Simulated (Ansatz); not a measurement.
WO3 (the lowest singlet isomer of a short search), 4 atoms. Hardware: 4 threads of Arm Neoverse V2 on a shared host.

In the def2 sets W takes a core potential; there is no spin–orbit coupling.

(1) How many basis functions does each of these Ansatz runs have, and roughly what does it cost? PBE-D4/def2-TZVP, charge 1 doublet at the geometry of the charge 0 singlet, energy, from earlier orbitals; LC-ωPBE (ω = 0.30 bohr⁻¹)/def2-TZVP, charge 0 quintet, energy, from earlier orbitals; PBE0-D4/def2-SVP, charge 0 singlet, energy, from earlier orbitals; LC-ωPBE (ω = 0.10 bohr⁻¹)/def2-TZVP, charge 0 singlet, energy, from earlier orbitals; r2SCAN-D4/def2-TZVP, charge 0 unrestricted singlet, energy, from earlier orbitals; PBE0-D4/def2-SVP, charge 0 triplet, energy with a search over starts; LC-ωPBE (ω = 0.30 bohr⁻¹)/def2-TZVP, charge 1 doublet at the geometry of the charge 0 singlet, energy, from earlier orbitals; r2SCAN-D4/def2-TZVPD, charge -1 doublet at the geometry of the charge 0 singlet, energy, from earlier orbitals; LC-ωPBE (ω = 0.15 bohr⁻¹)/def2-TZVP, charge 0 triplet, energy, from earlier orbitals; r2SCAN-D4/def2-TZVP, charge 0 quintet, energy, from earlier orbitals; ωB97X-V/def2-TZVP, charge 0 singlet, energy, from earlier orbitals; LC-ωPBE (ω = 0.20 bohr⁻¹)/def2-TZVP, charge 0 singlet, energy, from earlier orbitals.

Results:

(1) Other jobs shared the machine, so times can vary by a factor of up to 3. A dash marks memory too small to be measured apart from the calling script's.

```json
{"run": "PBE0-D4/def2-SVP, charge 0 singlet, energy, from earlier orbitals", "functions": "74", "fitting or Cholesky vectors": "776", "wall time": "0.55 s", "peak host memory (GiB)": "–"}
{"run": "LC-ωPBE (ω = 0.20 bohr⁻¹)/def2-TZVP, charge 0 singlet, energy, from earlier orbitals", "functions": "133", "fitting or Cholesky vectors": "777", "wall time": "1 s", "peak host memory (GiB)": "–"}
{"run": "LC-ωPBE (ω = 0.10 bohr⁻¹)/def2-TZVP, charge 0 singlet, energy, from earlier orbitals", "functions": "133", "fitting or Cholesky vectors": "777", "wall time": "1.2 s", "peak host memory (GiB)": "–"}
{"run": "PBE-D4/def2-TZVP, charge 1 doublet at the geometry of the charge 0 singlet, energy, from earlier orbitals", "functions": "133", "fitting or Cholesky vectors": "777", "wall time": "1.6 s", "peak host memory (GiB)": "–"}
{"run": "PBE0-D4/def2-SVP, charge 0 triplet, energy with a search over starts", "functions": "74", "fitting or Cholesky vectors": "695", "wall time": "2.9 s", "peak host memory (GiB)": "–"}
{"run": "ωB97X-V/def2-TZVP, charge 0 singlet, energy, from earlier orbitals", "functions": "133", "fitting or Cholesky vectors": "833", "wall time": "2.9 s", "peak host memory (GiB)": "–"}
{"run": "r2SCAN-D4/def2-TZVP, charge 0 unrestricted singlet, energy, from earlier orbitals", "functions": "133", "fitting or Cholesky vectors": "777", "wall time": "3.1 s", "peak host memory (GiB)": "–"}
{"run": "LC-ωPBE (ω = 0.15 bohr⁻¹)/def2-TZVP, charge 0 triplet, energy, from earlier orbitals", "functions": "133", "fitting or Cholesky vectors": "777", "wall time": "3.6 s", "peak host memory (GiB)": "–"}
{"run": "LC-ωPBE (ω = 0.30 bohr⁻¹)/def2-TZVP, charge 1 doublet at the geometry of the charge 0 singlet, energy, from earlier orbitals", "functions": "133", "fitting or Cholesky vectors": "777", "wall time": "4.1 s", "peak host memory (GiB)": "–"}
{"run": "r2SCAN-D4/def2-TZVPD, charge -1 doublet at the geometry of the charge 0 singlet, energy, from earlier orbitals", "functions": "163", "fitting or Cholesky vectors": "898", "wall time": "4.4 s", "peak host memory (GiB)": "–"}
{"run": "LC-ωPBE (ω = 0.30 bohr⁻¹)/def2-TZVP, charge 0 quintet, energy, from earlier orbitals", "functions": "133", "fitting or Cholesky vectors": "777", "wall time": "4.4 s", "peak host memory (GiB)": "–"}
{"run": "r2SCAN-D4/def2-TZVP, charge 0 quintet, energy, from earlier orbitals", "functions": "133", "fitting or Cholesky vectors": "777", "wall time": "8 s", "peak host memory (GiB)": "–"}
```
